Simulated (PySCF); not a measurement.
C₃H₅AlClF.
SMILES with atom numbers: `[CH3:1]/[CH:2]=[C:3](\[Cl:4])[AlH:5][F:6]` (hydrogens: H7, H8, H9 on C1; H10 on C2; H11 on Al5)

Computed with PBE0-D3(BJ)/def2-SVP geometry optimisation, gas phase (PySCF 2.14.0).

Give the optimised bond lengths and angles.

```json
{"bond": "C1–C2", "length (Å)": "1.488"}
{"bond": "C2=C3", "length (Å)": "1.334"}
{"bond": "C3–Cl4", "length (Å)": "1.816"}
{"bond": "C3–Al5", "length (Å)": "1.932"}
{"bond": "Al5–F6", "length (Å)": "1.666"}
{"bond": "C1–H7, C1–H8, C1–H9", "length (Å)": "1.101"}
{"bond": "C2–H10", "length (Å)": "1.098"}
{"bond": "Al5–H11", "length (Å)": "1.573"}
```

Bonds in one row agree within 0.01 Å and their mean is given. A selection of angles:
```json
{"angle": "C2–C1–H7", "degrees": "110.6"}
{"angle": "C2–C1–H9", "degrees": "110.5"}
{"angle": "H7–C1–H8", "degrees": "108.7"}
{"angle": "H7–C1–H9", "degrees": "106.7"}
{"angle": "C1–C2–C3", "degrees": "128.6"}
{"angle": "C1–C2–H10", "degrees": "116.9"}
{"angle": "C3–C2–H10", "degrees": "114.5"}
{"angle": "C2–C3–Cl4", "degrees": "119.9"}
{"angle": "C2–C3–Al5", "degrees": "146.7"}
{"angle": "Cl4–C3–Al5", "degrees": "93.4"}
{"angle": "C3–Al5–F6", "degrees": "118.3"}
{"angle": "C3–Al5–H11", "degrees": "123.9"}
{"angle": "F6–Al5–H11", "degrees": "117.7"}
```

Torsions: C1–C2–C3–Cl4 0° (synperiplanar); C2–C3–Al5–F6 87° (synclinal). The mirror-image conformer, all signs reversed, is as good.

The C–C distances run from 1.334 Å (C2=C3, drawn double) to 1.488 Å (C1–C2, drawn single), a spread of 0.154 Å. Al5 (aluminium bonded to C, F and H) is planar (angles 123.9°, 118.3° and 117.7°, sum 360.0°, 0.02 Å off the plane of its three neighbours). Of the pairs four or more bonds apart, Cl4···H8 is among the closest relative to their van der Waals radii: 2.68 Å, 91 % of the sum of Bondi's values.

Point group: C1 (no symmetry element, even within 0.4 Å). Stationary, but not proved a minimum. The numbers are those of one conformer.

On an Intel Xeon 6975P-C with one thread, shared host with 192 logical CPUs at a one-minute load of 84, this took 44 s of wall time and 0.52 GiB of memory at its peak. This is the geometry optimisation.
